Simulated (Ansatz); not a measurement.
A nudged elastic band was laid between two geometries of Cl3FH4NOTa (11 atoms, charge 0, multiplicity 1).

Level of theory: Ansatz, RKS PBE/def2-SVP.

```
movable images  : 5
climbing image  : yes
spring          : 5.0 eV/Å²
optimiser       : quadratic models (default)
start path      : through a guess of the saddle point
force threshold : 0.03 eV/Å
iteration limit : 60
end points      : relaxed
```

Initial state:

```xyz
11
Properties=species:S:1:pos:R:3
Ta 0.292 0.064 0.120
N 2.159 -0.615 -0.065
H 2.678 -1.117 0.664
H 2.758 -0.438 -0.879
Cl 0.519 -0.561 2.405
Cl 0.609 0.974 -2.017
Cl -1.592 1.520 0.579
F -0.746 -1.422 -0.365
O 1.262 2.033 0.901
H 0.483 2.607 1.088
H 1.687 1.876 1.769
```

Final state:

```xyz
11
Properties=species:S:1:pos:R:3
Ta 0.001 0.526 0.273
N 2.281 -0.117 0.185
H 2.619 -0.425 1.108
H 2.351 -0.925 -0.450
Cl 0.176 -0.566 2.398
Cl 0.584 1.337 -1.879
Cl -2.274 0.966 0.238
F -0.128 -1.240 -0.451
O 0.598 2.117 1.117
H 0.990 2.636 1.834
H 2.912 0.612 -0.175
```

Question: Which bonds break or form, and what moves?

Answer: Bonds broken: O9–H11. Bonds formed: N2–H11.

Question: Give the energies along the band, and the barrier.

Answer: The run converged. The highest image is number 2 of 0 to 6, 0.290 eV above the first end and 1.211 eV above the last; the last end lies 0.921 eV below the first. A vibrational analysis at the climbing image gives one clearly imaginary mode, 771i cm⁻¹: a first-order saddle point. The orbitals stay closed-shell, which can raise the energy where a bond breaks towards radicals; this wasn't checked here.

```
image  path coordinate (Å)  energy (eV)  O9–H11 (Å)  N2–H11 (Å)
    0                 0.00        0.000        0.98        3.13
    1                 0.97        0.045        0.98        2.53
    2                 1.94        0.290        1.13        1.43
    3                 2.69       -0.585        1.89        1.04
    4                 3.44       -0.863        2.51        1.03
    5                 4.18       -0.916        2.88        1.03
    6                 4.93       -0.921        3.05        1.03
```

Question: What is the geometry of the highest image?

Answer: 
```xyz
11
Properties=species:S:1:pos:R:3
Ta 0.087 0.196 0.117
N 2.211 -0.129 0.264
H 2.533 -0.838 0.934
H 2.751 -0.203 -0.607
Cl 0.094 -0.698 2.310
Cl 0.576 0.803 -2.098
Cl -1.736 1.616 0.423
F -0.699 -1.406 -0.479
O 1.203 1.925 0.869
H 1.029 2.470 1.657
H 2.059 1.185 0.808
```

Question: What are the harmonic wavenumbers there?

Answer: 771i, 72, 101, 104, 148, 151, 162, 221, 225, 316, 336, 354, 380, 387, 418, 555, 636, 672, 711, 731, 767, 1327, 1456, 1912, 3434, 3536, 3748 cm⁻¹.

The run took 4.4 min on 4 threads of Intel(R) Xeon(R) 6975P-C (Granite Rapids), on a shared host, peak memory 0.26 GiB.
